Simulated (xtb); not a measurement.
C₂H₅O (SMILES [CH2]OC), doublet, at a GFN2-xTB geometry; xtb with GFN2-xTB.

xtb was given this input:
```
$ xtb mol.xyz --gfn 2 --uhf 1 --json

# file mol.xyz
8

C      0.03125258     1.18191608    -0.33854728
O      0.24457802     0.10933479     0.47247031
C     -0.15594763    -1.13288175    -0.04057529
H      0.25141382     2.12178844     0.12572380
H     -0.68830879     1.10700708    -1.13482660
H      0.02617298    -1.87049463     0.73935228
H     -1.22049242    -1.13034851    -0.30195112
H      0.42276052    -1.39683663    -0.93332548
```

Output, abridged:

```
   ID    Z sym.   atoms
    1    6 C      1, 3
    2    8 O      2
    3    1 H      4-8

           -------------------------------------------------
          |                Calculation Setup                |
           -------------------------------------------------

           -------------------------------------------------
          |                 G F N 2 - x T B                 |
           -------------------------------------------------

          ...................................................
          :                      SETUP                      :
          :.................................................:
          :  # basis functions                  17          :
          :  # atomic orbitals                  17          :
          :  # shells                           11          :
          :  # electrons                        19          :
          :  max. iterations                   250          :
          :  Hamiltonian                  GFN2-xTB          :
          :  restarted?                      false          :
          :  GBSA solvation                  false          :
          :  PC potential                    false          :
          :  electronic temp.          300.0000000     K    :
          :  accuracy                    1.0000000          :
          :  -> integral cutoff          0.2500000E+02      :
          :  -> integral neglect         0.1000000E-07      :
          :  -> SCF convergence          0.1000000E-05 Eh   :
          :  -> wf. convergence          0.1000000E-03 e    :
          :  Broyden damping             0.4000000          :
          :  net charge                          0          :
          :  unpaired electrons                  1          :
          ...................................................

 iter      E             dE          RMSdq      gap      omega  full diag
   1    -10.8889558 -0.108890E+02  0.410E+00    9.48       0.0  T
   2    -10.9054845 -0.165288E-01  0.226E+00    9.16       1.0  T
   3    -10.9059410 -0.456421E-03  0.829E-01    9.24       1.0  T
   4    -10.9060028 -0.618217E-04  0.134E-01    9.23       1.0  T
   5    -10.9060114 -0.861247E-05  0.529E-02    9.24       1.0  T
   6    -10.9060120 -0.620575E-06  0.949E-03    9.24       3.7  T
   7    -10.9060122 -0.128540E-06  0.219E-03    9.24      16.1  T
   8    -10.9060122 -0.274791E-08  0.615E-04    9.24      57.5  T
   9    -10.9060122 -0.853857E-09  0.352E-04    9.24     100.5  T

   *** convergence criteria satisfied after 9 iterations ***

         :::::::::::::::::::::::::::::::::::::::::::::::::::::
         ::                     SUMMARY                     ::
         :::::::::::::::::::::::::::::::::::::::::::::::::::::
         :: total energy             -10.800188082026 Eh    ::
         :: gradient norm              0.000117209431 Eh/a0 ::
         :: HOMO-LUMO gap              9.242307491651 eV    ::
         ::.................................................::
         :: SCC energy               -10.906011949120 Eh    ::
         :: -> isotropic ES            0.011631111594 Eh    ::
         :: -> anisotropic ES          0.002136130562 Eh    ::
         :: -> anisotropic XC          0.003483874896 Eh    ::
         :: -> dispersion             -0.002454694194 Eh    ::
         :: repulsion energy           0.105823867094 Eh    ::
         :: add. restraining           0.000000000000 Eh    ::
         :: total charge              -0.000000000000 e     ::
         :::::::::::::::::::::::::::::::::::::::::::::::::::::

           -------------------------------------------------
          |                Property Printout                |
           -------------------------------------------------

    * Orbital Energies and Occupations

         #    Occupation            Energy/Eh            Energy/eV
      -------------------------------------------------------------
         1        2.0000           -0.7108951             -19.3444
         2        2.0000           -0.6470035             -17.6059
         3        2.0000           -0.5991826             -16.3046
         4        2.0000           -0.5528658             -15.0442
         5        2.0000           -0.5508968             -14.9907
         6        2.0000           -0.5274120             -14.3516
         7        2.0000           -0.4720837             -12.8461
         8        2.0000           -0.4580684             -12.4647
         9        2.0000           -0.4503279             -12.2540
        10        1.0000           -0.2859698              -7.7816 (HOMO)
        11                          0.0536787               1.4607 (LUMO)
        12                          0.1246085               3.3908
        13                          0.1338284               3.6417
        14                          0.1880413               5.1169
        15                          0.1913694               5.2074
        16                          0.2473907               6.7318
        17                          0.3495676               9.5122
      -------------------------------------------------------------
                  HL-Gap            0.3396486 Eh            9.2423 eV
             Fermi-level           -0.2421472 Eh           -6.5892 eV

     #   Z          covCN         q      C6AA      α(0)
     1   6 C        2.740    -0.020    28.494     8.740
     2   8 O        1.704    -0.230    17.816     5.699
     3   6 C        3.657     0.035    20.268     6.462
     4   1 H        0.926     0.045     2.389     2.417
     5   1 H        0.926     0.022     2.703     2.571
     6   1 H        0.925     0.061     2.192     2.315
     7   1 H        0.924     0.042     2.425     2.435
     8   1 H        0.924     0.046     2.365     2.405

 Mol. C6AA /au·bohr⁶  :        473.680196
 Mol. C8AA /au·bohr⁸  :       9723.497201
 Mol. α(0) /au        :         33.043648

Wiberg/Mayer (AO) data.
largest (>0.10) Wiberg bond orders for each atom

 ---------------------------------------------------------------------------
     #   Z sym  total        # sym  WBO       # sym  WBO       # sym  WBO
 ---------------------------------------------------------------------------
     1   6 C    3.253 --     2 O    1.251     5 H    0.979     4 H    0.978
     2   8 O    2.285 --     1 C    1.251     3 C    0.992
     3   6 C    3.947 --     2 O    0.992     6 H    0.981     7 H    0.974
                             8 H    0.973
     4   1 H    0.998 --     1 C    0.978
     5   1 H    0.999 --     1 C    0.979
     6   1 H    0.996 --     3 C    0.981
     7   1 H    0.998 --     3 C    0.974
     8   1 H    0.998 --     3 C    0.973
 ---------------------------------------------------------------------------

Topologies differ in total number of bonds
Writing topology from bond orders to xtbtopo.mol

molecular dipole:
                 x           y           z       tot (Debye)
 q only:       -0.182      -0.370      -0.253
   full:       -0.341      -0.418      -0.314       1.585
molecular quadrupole (traceless):
                xx          xy          yy          xz          yz          zz
 q only:       -0.908       0.180       1.912      -0.050      -0.144      -1.005
  q+dip:       -0.277      -0.317       1.034       0.225       0.240      -0.757
   full:       -0.552      -0.227       1.579       0.086       0.182      -1.026

           -------------------------------------------------
          | TOTAL ENERGY              -10.800188082026 Eh   |
          | GRADIENT NORM               0.000117209431 Eh/α |
          | HOMO-LUMO GAP               9.242307491651 eV   |
           -------------------------------------------------

normal termination of xtb
```
